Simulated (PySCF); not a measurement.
Be(Me)(OH) (CH4BeO), SMILES [CH3][Be][OH].

Geometry optimised at B3LYP-D3(BJ)/def2-TZVP. The values are those of a single conformer.

The numbers are results of PySCF with TDDFT-B3LYP/def2-SVPD, not measurements.

Vertical excitations. Isolated molecule, no solvent.

```
state  energy (eV)  λ (nm)      f                                                  main pairs
-----  -----------  ------  -----  ----------------------------------------------------------
S1            7.11     174  0.097                                              HOMO→LUMO 95 %
S2            7.54     164  0.031                                            HOMO−1→LUMO 94 %
S3            7.71     161  0.030                          HOMO→LUMO+2 58 %, HOMO→LUMO+1 35 %
S4            7.87     158  0.010                          HOMO→LUMO+1 61 %, HOMO→LUMO+2 32 %
S5            7.88     157  0.055                                            HOMO→LUMO+3 95 %
S6            8.00     155  0.061                                            HOMO−2→LUMO 89 %
S7            8.26     150  0.001                                          HOMO−1→LUMO+2 88 %
S8            8.59     144  0.003  HOMO−1→LUMO+3 38 %, HOMO−1→LUMO+1 28 %, HOMO−2→LUMO+2 26 %
S9            8.60     144  0.004  HOMO−1→LUMO+1 63 %, HOMO−1→LUMO+3 17 %, HOMO−2→LUMO+2 12 %
S10           8.86     140  0.000                                          HOMO−2→LUMO+3 88 %
T1            6.70     185      0                                              HOMO→LUMO 92 %
T2            7.15     173      0        HOMO→LUMO+2 70 %, HOMO→LUMO+4 15 %, HOMO→LUMO+1 13 %
T3            7.24     171      0                                            HOMO−1→LUMO 92 %
T4            7.38     168      0                          HOMO→LUMO+3 77 %, HOMO→LUMO+5 19 %
```
Triplets are in the Tamm–Dancoff approximation, which puts them higher than full response would, so one can lie above its singlet here.
